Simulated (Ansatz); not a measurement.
Reaction (ligand exchange at the Si–C bond): `[SiH3]/C=C/I` + `[NH2][SbH][OH]` → `[OH][SbH][NH][SiH3]` + `C=CI`

Calculated with Ansatz (gas phase, PBE0-D4/def2-TZVP geometries, no zero-point term in ΔE). CCSD(T)/CBS adds triple-zeta CCSD(T) − MP2 to the extrapolated MP2 energy (def2 sets, frozen cores). Functionals use def2-TZVPP. B3LYP here is the variant with VWN-RPA as its local correlation; programs differ in this. Elements past krypton have def2 core potentials. For I, Sb outer-core shells are correlated without core-valence functions, which leaves a few kJ/mol of doubt a bond. One conformer a species, not always the lowest.

| level | ΔE (kJ/mol) | difference from CCSD(T)/CBS |
| --- | --- | --- |
| PBE-D4 | -46.5 | 10.3 |
| PBE0-D4 | -50.5 | 6.3 |
| B3LYP-D4 | -56.0 | 0.8 |
| ωB97X-V | -55.9 | 0.9 |
| ωB97M-V | -56.4 | 0.4 |
| B2PLYP | -55.6 | 1.2 |
| PBE | -44.3 | 12.5 |
| r2SCAN | -51.2 | 5.6 |
| B3LYP | -52.5 | 4.3 |
| HF/def2-TZVPP | -63.2 | -6.4 |
| CCSD/def2-TZVPP | -59.0 | -2.2 |
| HF/def2-QZVPP | -63.8 | -7.0 |
| MP2/def2-QZVPP | -58.2 | -1.4 |
| HF/CBS(def2) | -63.9 | -7.1 |
| MP2/CBS(def2) | -57.6 | -0.8 |
| CCSD/CBS(def2) | -58.0 | -1.2 |
| CCSD(T)/CBS | -56.8 | 0 |

Largest T1 diagnostic among the species: 0.014.

The D4 term adds −3.6 kJ/mol with B3LYP and −1.9 kJ/mol with PBE0; it sums over pairs of atoms, weighted by their polarisabilities, and B3LYP, whose exchange is more repulsive, gets the larger term. From PBE to PBE0 (25 % exact exchange), in def2-TZVPP and without D4, ΔE moves by −4.3 kJ/mol.
